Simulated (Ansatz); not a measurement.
Consider the ligand exchange at the Si–O bond: `O[SiH2][AlH2]` + `[OH][AlH2]` → `[AlH2][O][SiH2][AlH2]` + H₂O.

Calculated with Ansatz (gas phase, PBE0-D4/def2-TZVP geometries, no zero-point term in ΔE). CBS: MP2 limit from def2 TZ/QZ plus the TZ coupled-cluster correction, frozen cores. This one scheme is used for every species. Functionals use def2-TZVPP. B3LYP here is the variant with VWN-RPA as its local correlation; programs differ in this. HSE06 is defined as in plane-wave codes. One conformer a species, not always the lowest.

```csv
level,ΔE (kJ/mol),difference from CCSD(T)/CBS
LDA (SPW92),-14.3,8.7
PBE-D4,-16.9,6.1
revPBE-D4,-17.7,5.3
BLYP-D4,-19.5,3.5
r2SCAN-D4,-19.1,3.9
B97M-V,-20.4,2.6
PBE0-D4,-20.5,2.5
B3LYP-D4,-22.0,1.0
r2SCANh-D4,-20.2,2.8
r2SCAN0-D4,-21.5,1.5
HSE06-D4,-20.5,2.5
CAM-B3LYP-D4,-20.7,2.3
ωB97X-V,-18.8,4.2
ωB97M-V,-18.7,4.3
B2PLYP,-18.7,4.3
PBE-QIDH,-20.7,2.3
PBE,-13.7,9.3
revPBE,-13.4,9.6
BLYP,-13.9,9.1
r2SCAN,-18.1,4.9
PBE0,-17.5,5.5
B3LYP,-17.0,6.0
r2SCANh,-19.0,4.0
r2SCAN0,-20.2,2.8
HSE06,-17.5,5.5
LC-ωPBE,-17.1,5.9
RPA@PBE/def2-TZVPP,-20.7,2.3
HF/def2-SVP,-30.4,-7.4
MP2/def2-SVP,-22.9,0.1
CCSD/def2-SVP,-24.7,-1.7
HF/def2-TZVPP,-24.6,-1.6
MP2/def2-TZVPP,-21.0,2.0
SCS-MP2/def2-TZVPP,-21.3,1.7
CCSD/def2-TZVPP,-22.1,0.9
CCSD(T)/def2-TZVPP,-21.6,1.4
HF/def2-QZVPP,-25.8,-2.8
MP2/def2-QZVPP,-22.3,0.7
SCS-MP2/def2-QZVPP,-22.4,0.6
HF/CBS(def2),-26.0,-3.0
CCSD/CBS(def2),-23.5,-0.5
CCSD(T)/CBS,-23.0,0
```

Largest T1 diagnostic among the species: 0.013.

Leaving LDA and LC-ωPBE aside and taking each functional with its dispersion term where it has one, the values, not all of them listed here, spread over 9.2 kJ/mol, from BHLYP-D4 to PBE-D4. From BLYP to BHLYP (50 % exact exchange), in def2-TZVPP and without D4, ΔE moves by −6.7 kJ/mol.
